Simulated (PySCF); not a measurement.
AlH4O2P, SMILES [OH][Al]([OH])[PH2]. Heavy atoms are numbered as in [Al:1]([OH:2])([OH:4])[PH2:6]. Hydrogens are named by the atom that carries them.

Geometry: TPSSh-D3(BJ)/def2-SVP. The values are those of a single conformer.

Method: HF/pcSseg-1 in PySCF.

GIAO shieldings, no solvent; atoms alike by connectivity are averaged. δ = σ(ref) − σ: ¹⁷O against H2O (σ = 333.0 ppm); ¹H against TMS (σ = 31.99 ppm); ³¹P against PH3 (σ = 598.4 ppm), references at their B3LYP-D3(BJ)/def2-TZVP geometries, non-relativistic.

```tsv
atoms	nucleus	count	δ (ppm)
O2 (OH)	¹⁷O	2	22.1
H on O2	¹H	2	(withheld)
H on P6	¹H	2	1.14
P6 (PH2)	³¹P	1	(withheld)
```

Q: What belongs in the gaps? (An estimate is asked for; the answer gives what the named calculation found.)

A: 
- H on O2, δ (ppm): 2.29
- P6 (PH2), δ (ppm): -83.3
